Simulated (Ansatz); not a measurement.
`C[SiH2][SiH](C)Cl` + HCl → `C[SiH](Cl)Cl` + `C[SiH3]`  (cleavage of the Si–Si bond)

Gas-phase electronic energies from Ansatz, PBE0-D4/def2-TZVP geometries. CBS: MP2 limit from def2 TZ/QZ plus the TZ coupled-cluster correction, frozen cores. This one scheme is used for every species. Functionals use def2-TZVPP. One conformer a species, not always the lowest.

`C[SiH2][SiH](C)Cl`:

Cartesian coordinates in Å:
```
C -2.327 0.824 -0.607
Si -1.107 -0.061 0.506
Si 1.012 -0.161 -0.482
C 2.348 -0.811 0.644
Cl 1.500 1.782 -1.039
H -1.968 1.829 -0.838
H -3.304 0.909 -0.125
H -2.455 0.284 -1.548
H -1.567 -1.450 0.798
H -0.973 0.648 1.811
H 0.981 -0.950 -1.744
H 2.131 -1.845 0.924
H 2.410 -0.213 1.555
H 3.319 -0.785 0.144
```

HCl:

```xyz
2

Cl    0.218   -0.409    0.440
H    -0.218    0.409   -0.440
```

`C[SiH](Cl)Cl`:

```xyz
8

C    -0.308    0.856   -0.489
Si    0.244   -0.607    0.496
Cl    2.046   -1.280   -0.208
Cl   -1.134   -2.115    0.332
H    -1.271    1.216   -0.119
H     0.425    1.662   -0.406
H    -0.415    0.588   -1.541
H     0.413   -0.319    1.935
```

`C[SiH3]`:

```xyz
8

C    -0.773    0.530   -0.309
Si    0.692   -0.475    0.277
H    -0.613    1.594   -0.122
H    -1.684    0.227    0.212
H    -0.933    0.394   -1.381
H     1.932   -0.058   -0.432
H     0.473   -1.924    0.018
H     0.906   -0.290    1.737
```

```csv
level,ΔE (kcal/mol)
PBE,-22.8
MP2/CBS(def2),-27.4
```

What does CCSD(T)/CBS give? (Estimate.)

The calculation gave: -25.2 kcal/mol. The listed levels differ from it by 2.4, -2.2 kcal/mol.

Largest T1 diagnostic among the species: 0.010.

From PBE to PBE0 (25 % exact exchange), in def2-TZVPP and without D4, ΔE moves by −1.2 kcal/mol. In def2-TZVPP, CCSD(T) changes the Hartree–Fock value by +5.2 kcal/mol (the triples alone add +0.5 kcal/mol) and MP2 by +3.0 kcal/mol. The D4 term adds +1.5 kcal/mol with B3LYP and +1.0 kcal/mol with PBE0; it sums over pairs of atoms, weighted by their polarisabilities, and B3LYP, whose exchange is more repulsive, gets the larger term.

B3LYP here is the variant with VWN-RPA as its local correlation; programs differ in this.
